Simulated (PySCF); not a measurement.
# How methods differ on the ionisation energy of V

V [Ar] 3d3 4s2 (4F) → V⁺ [Ar] 3d4 (5D), as a difference of total energies. All numbers are calculated (PySCF 2.14, scalar relativity by spin-free X2C-1e, in cc-pVTZ-DK). Correlated levels: valence: [Ar] frozen. The calculations carry no spin-orbit coupling.

| method | ionisation energy (eV) | error (eV) |
| --- | --- | --- |
| UHF | 6.167 | -0.565 |
| LDA | 6.482 | -0.250 |
| MP2 (valence) | 6.537 | -0.195 |
| SCS-MP2 (valence) | 7.043 | +0.311 |

Reference: 6.732 eV (measured; NIST levels, between the centres of gravity of the two terms).

Errors of the correlated levels include the incompleteness of this basis and the frozen core.
